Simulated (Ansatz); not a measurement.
A structure relaxed at PBE0-D4/def2-TZVP, charge 0, multiplicity 1:

Cartesian coordinates in Å:
```
N -0.976 1.578 0.688
Si 0.171 0.539 1.454
N 0.192 -0.999 0.678
Si 0.455 -1.333 -0.980
N 0.425 0.157 -1.779
Cl -0.996 -2.710 -1.548
H -1.959 1.364 0.758
H -0.827 2.574 0.753
H -0.120 0.229 2.882
H 1.457 1.275 1.358
H -0.069 -1.783 1.258
H 1.721 -2.024 -1.306
H 0.767 0.272 -2.717
H -0.242 0.862 -1.498
```

Q: Give its formula and SMILES.

A: ClH8N3Si2, `N[SiH2]N[SiH](N)Cl`.

Q: Point group (tolerance 0.08 Å, 0.16 Å for H)?

A: C1.

Q: Summarise the bond lengths by kind.

A: 4 × N–Si 1.691 to 1.727 Å; 5 × H–N 1.005 to 1.010 Å; 3 × H–Si 1.479 to 1.490 Å; 1 × Cl–Si 2.080 Å.

Computed with Ansatz.
